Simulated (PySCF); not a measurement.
One molecule, one basis, several functionals.

Species: C₃H₅FOSi.
SMILES: `O=C[Si@@H]1C[C@@H]1F`

Torsions of this conformer, `[O:1]=[CH:2][Si@@H:3]1[CH2:4][C@@H:5]1[F:6]`: O1–C2–Si3–C4 -154°.

PySCF, pcSseg-2 basis, density fitting, gas phase, PBE0-D3(BJ)/def2-SVP geometry. One functional is left out:

```tsv
functional	exact exchange (%)	HOMO energy (eV)	LUMO energy (eV)	dipole moment (D)
B97-D	0	-5.77	-2.80	2.836
BLYP	0	-5.67	-2.77	2.831
BP86	0	-5.85	-2.97	2.841
LDA	0	-5.88	-3.13	2.950
OPBE	0	-5.70	-2.79	2.777
PBE	0	-5.75	-2.90	2.831
B3LYP	20	-6.99	-2.14	2.832
B97-2	21	-6.93	-1.95	2.819
PBE0	25	-7.18	-1.90	2.823
BHandHLYP	50	-8.33	-0.80	2.859
```

Task: Predict the row of mPW1PW91 (25 % exact exchange) by straight lines through the other rows, and check it.

Result: 
```tsv
property	line	computed	computed − line	PBE0 (25 %), for comparison
HOMO energy (eV)	-7.11	-7.22	-0.11	-7.18
LUMO energy (eV)	-1.86	-1.91	-0.05	-1.90
dipole moment (D)	2.840	2.821	-0.019	2.823
```

Task: Which of these properties follows the share of exact exchange most closely, and which least?

Result: Most closely the HOMO energy, least the dipole moment; the correlations over the tabulated rows are HOMO energy -0.995, LUMO energy 0.988, dipole moment -0.010. The HOMO energy moves by -0.528 eV for every 10 %. Functionals with the same share still differ in their other parts: at 0 % BLYP and LDA differ by 0.21 eV in it.
